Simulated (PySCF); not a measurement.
Species: C7H10OS.
SMILES with atom numbers: `[CH3:1][CH2:2][O:3][CH2:4][c:5]1[cH:6][cH:7][cH:8][s:9]1`

Geometry (GFN2-xTB, Å), atoms numbered from 1 in this order:
```
atom  x, y, z in Å
C1    -3.093    0.990   -0.606
C2    -2.338   -0.180    0.004
O3    -0.957    0.103   -0.042
C4    -0.167   -0.921    0.501
C5     1.272   -0.540    0.408
C6     1.814    0.594   -0.103
C7     3.227    0.614   -0.024
C8     3.734   -0.505    0.546
S9     2.496   -1.614    1.002
H10   -2.880    1.898   -0.049
H11   -4.162    0.796   -0.581
H12   -2.778    1.135   -1.635
H13   -2.653   -0.337    1.049
H14   -2.549   -1.107   -0.554
H15   -0.441   -1.100    1.557
H16   -0.340   -1.869   -0.042
H17    1.216    1.382   -0.520
H18    3.832    1.429   -0.379
H19    4.758   -0.761    0.732
```

NICS = −σ at a ghost point: NICS(0) at the centroid of the ring atoms, NICS(1) 1 Å to either side along the normal of their mean plane, zz for the tensor component along that normal. Level: GIAO PBE0/pcSseg-1 (PySCF, non-relativistic, gas phase) on the GFN2-xTB geometry, one conformer.

Ring bond lengths (Å), with Mayer bond orders in brackets: C5–C6 1.357 (1.57), C6–C7 1.415 (1.24), C7–C8 1.354 (1.60), C8–S9 1.723 (1.15), S9–C5 1.733 (1.17).

**Question.** What do the NICS probes read (ppm)?

**Answer.** 
```json
{"ring": "C5–C6–C7–C8–S9", "type": "5-membered ring with S; formal bonds all aromatic", "NICS(0)": "-11.8", "NICS(1), two faces": "-10.7 / -10.7", "NICS(1)zz, two faces": "-25.0 / -25.0", "rms pucker (Å)": "0.00", "centre to ring atoms, mean (Å)": "1.29"}
```

**Question.** What can be read from them?

**Answer.** 
- C5–C6–C7–C8–S9: mean NICS(1)zz -25.0 ppm, shielded. For a flat ring without four-coordinate atoms the NICS criterion counts such a value as aromatic.

**Question.** What does the geometric index give? HOMA = 1 − mean of α(R − Ropt)² over the ring bonds, with Krygowski's 1993 parameters (CC: Ropt 1.388 Å, α 257.7 Å⁻²; CS: Ropt 1.677 Å, α 94.09 Å⁻²).

**Answer.** 
- C5–C6–C7–C8–S9: HOMA 0.75; the largest term is that of S9–C5, α(R − Ropt)² = 0.30. The geometric and the magnetic index point the same way.

**Question.** What field does 7.05 T along the ring normal induce along that normal at the second NICS(1) probe listed for ring C5–C6–C7–C8–S9, 1 Å off the ring?

**Answer.** NICSzz × B0 = -25.0 ppm × 7.05 T = -176 μT, against the applied field.

**Question.** List the ring angles and the Hirshfeld charges of the ring atoms.

**Answer.** 
- C5–C6–C7–C8–S9: C5 111.4° (-0.031 e), C6 112.9° (-0.080 e), C7 112.7° (-0.074 e), C8 112.0° (-0.089 e), S9 91.0° (+0.089 e); sum 540.0° against 540° for a flat convex ring.

**Question.** How shielded are the nuclei of the rings and their hydrogens (means over atoms taken as equivalent)?

**Answer.** 
```csv
atoms,environment,σ isotropic (ppm)
C5,substituted aromatic carbon,35.4
C6,aromatic CH carbon,59.6
C7,aromatic CH carbon,56.2
C8,aromatic CH next to a ring sulfur,55.5
S9,thiophene-type sulfur,294.9
H17,aromatic hydrogen,24.43
H18,aromatic hydrogen,24.64
H19,aromatic hydrogen,24.62
```
